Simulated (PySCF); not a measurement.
## A survey of ³³S NMR shifts

One averaged value for each set of equivalent atoms, one conformer, isolated molecule, non-relativistic. Shieldings: GIAO PBE0/pcSseg-1; structure optimised with GFN2-xTB; PySCF.

Shieldings were converted by a linear fit to measured shifts: ³³S (scatter 33.3 ppm rms vs sulfate, solution or neat liquid). A few per cent of atoms miss by over 2 rms, more outside the fitted compound classes.

**Question.** Give the ³³S shifts of `CSC1=CC=C(CF)[SiH2]1`, `C#C[C@@]1(F)CS[SiH2][C@@H]1C`, `CC#C[C@@]1(F)C[SiH2]SC1`, `CC#C[C@@]1(F)C[SiH2]SC1`.

**Answer.** 
| compound | environment | δ (ppm) |
| --- | --- | --- |
| CSC1=CC=C(CF)[SiH2]1 | sulfide sulfur | -267 |
| C#C[C@@]1(F)CS[SiH2][C@@H]1C | sulfur bonded to C, Si, in a 5-membered ring | -508 |
| CC#C[C@@]1(F)C[SiH2]SC1 | sulfur bonded to C, Si, in a 5-membered ring | -504 |
| CC#C[C@@]1(F)C[SiH2]SC1 | sulfur bonded to C, Si, in a 5-membered ring | -504 |
